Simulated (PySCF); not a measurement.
**Dipole response of Hg (mercury, neutral)**

[Xe] 4f14 5d9 6s2 6p1, one real determinant (an excited configuration). Calculation: PySCF 2.14, in aug-cc-pVTZ-PP with one added diffuse shell each of s, p, d, f, g type with ECP60MDF (7s7p6d4f3g, 113 functions); a scalar-relativistic core potential. Coupled (time-dependent) response in atomic units; α is the mean over directions.

| method | mean α (bohr³) | α xx, yy, zz | C₆ (like pair) | S(−4) |
| --- | --- | --- | --- | --- |
| UHF | 72.22 | 55.62, 55.62, 105.4 | 812.2 | 2966 |
| PBE | 78.78 | 56.61, 56.61, 123.1 | 841.8 | 4825 |

S(−4) is the Cauchy moment in α(ω) = α(0) + S(−4) ω² + …

Spin-orbit coupling is absent.

α(iu) at PBE:

| u (hartree) | α(iu) (bohr³) |
| --- | --- |
| 0 | 78.78 |
| 0.0500 | 69.12 |
| 0.100 | 53.77 |
| 0.200 | 33.96 |
| 0.300 | 23.82 |
| 0.500 | 14.20 |
| 0.750 | 9.092 |
| 1.00 | 6.543 |
| 1.50 | 4.012 |
| 2.00 | 2.759 |
| 3.00 | 1.545 |
| 5.00 | 0.6775 |

A single London oscillator, α(iu) = α/(1 + u²/ω²), gives C₆ = (3/4) ω α². Matching the computed C₆ needs ω = 4 × 841.8 / (3 × 78.78²) = 0.181 hartree.

The components differ because the open shell of this determinant is not spherical; for a pure term their mean is the scalar polarisability.

⟨L²⟩ = 7.98 against 12 for a pure F term, so this real determinant mixes terms. Energies and moments cover only the electrons outside the core potential. Spin-orbit coupling, absent here, splits the open shell strongly.
